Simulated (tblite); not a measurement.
Species: C7H9O2 (doublet state).
Atom-mapped SMILES: `[CH3:1][C:2](=[O:3])[C@@H:4]1[CH2:5][CH2:6][CH:7][C:8]1=[O:9]` (hydrogens: H10, H11, H12 on C1; H13 on C4; H14, H15 on C5; H16, H17 on C6; H18 on C7)

Geometry (GFN2-xTB, Å), atoms numbered from 1 in this order:
```
atom  x, y, z in Å
C1     2.4994   -0.4266   -0.2530
C2     1.2061    0.1020    0.2875
O3     0.9362    0.1853    1.4597
C4     0.2011    0.4658   -0.7939
C5    -0.9713    1.2765   -0.2466
C6    -1.9506    0.2176    0.2755
C7    -1.6724   -0.9735   -0.5369
C8    -0.4213   -0.8918   -1.1912
O9     0.1343   -1.7195   -1.8997
H10    2.2809   -1.1835   -1.0064
H11    3.1031   -0.8501    0.5450
H12    3.0504    0.3793   -0.7343
H13    0.7136    0.9164   -1.6432
H14   -1.4336    1.8530   -1.0485
H15   -0.6535    1.9577    0.5416
H16   -1.7114   -0.0021    1.3265
H17   -2.9970    0.5271    0.2486
H18   -2.3227   -1.8273   -0.6072
```

All values are computed: GFN2-xTB (tblite) harmonic vibrations without scaling, gas phase. This tight-binding method is rough: wavenumbers can miss measured ones by several per cent, in bad cases by 10 to 20. One conformer, not necessarily the lowest. Open shells enter through the occupations alone, without spin polarisation, and single modes of such species can be off by tens of per cent.

Harmonic wavenumbers (cm⁻¹): 75.6, 86.9, 150.7, 177.6, 203.4, 263.0, 354.1, 446.7, 489.5, 545.4, 569.0, 631.0, 647.8, 699.1, 797.8, 845.6, 883.0, 968.4, 974.6, 981.0, 999.9, 1029.0, 1079.3, 1094.5, 1128.8, 1141.7, 1166.0, 1190.7, 1246.8, 1284.1, 1297.1, 1332.5, 1367.8, 1403.0, 1443.2, 1450.0, 1467.0, 1648.4, 1759.1, 2865.7, 2970.8, 2989.2, 2997.3, 3007.5, 3014.2, 3024.4, 3057.2, 3129.7.

A = 2317, B = 1713, C = 1204 MHz; mass 125.060 u (most abundant isotopes); point group C1, symmetry number 1; spin multiplicity 2.

Task: Zero-point energy?

Result: ½Σν̃ = 31188 cm⁻¹ = 89.17 kcal/mol.

Task: Give the ideal-gas entropy at 400 K and 1 bar in the rigid-rotor, harmonic-oscillator model (classical rotation).

Result: Translation 41.87, rotation 29.48, vibration 32.15, spin (R ln 2) 1.38: S = 104.9 cal/(mol K).

Task: And Cp and H(400 K) − H(0)?

Result: Cp = 44.90 cal/(mol K), of which vibrations give 36.95 (their classical limit is 48 R = 95.4); H(400 K) − H(0) = 10.22 kcal/mol without the zero-point energy, 7.05 from vibrations.

Task: How do the functions run with temperature in this model?

Result: 
| T (K) | S (cal/(mol K)) | Cp (cal/(mol K)) | H − H(0) (kcal/mol) | G − H(0) (kcal/mol) | ln q(vib) |
| --- | --- | --- | --- | --- | --- |
| 150 | 74.9 | 20.6 | 2.09 | -9.15 | 2.01 |
| 250 | 87.5 | 29.9 | 4.60 | -17.28 | 4.07 |
| 298.15 | 93.2 | 34.8 | 6.16 | -21.63 | 5.09 |
| 600 | 126.2 | 60.4 | 20.86 | -54.88 | 11.81 |
| 900 | 153.7 | 74.9 | 41.36 | -97.00 | 18.40 |

q(vib) and H(0) count from the zero-point level.

Task: Which modes carry the vibrational entropy at 400 K?

Result: 75.6 cm⁻¹: 4.58; 86.9 cm⁻¹: 4.31; 150.7 cm⁻¹: 3.23; 177.6 cm⁻¹: 2.91; 203.4 cm⁻¹: 2.65; 263.0 cm⁻¹: 2.17 cal/(mol K); the other 42 give 12.31 together.

Task: Blend soft modes into free rotors: weight 1/[1 + (100 cm⁻¹/ν̃)⁴] for the oscillator and the rest for a rotor with moment μB/(μ + B), μ = h/(8π²ν), B = 10⁻⁴⁴ kg m². What vibrational entropy results?

Result: 30.52 cal/(mol K) in place of 32.15, which changes −T·S at 400 K by +0.65 kcal/mol.

Hindered rotation and anharmonicity are outside this model. Other conformers, if any are populated, would add a mixing term that is left out. The structure is chiral; the term R ln 2 for an equal mix with its mirror image is left out.
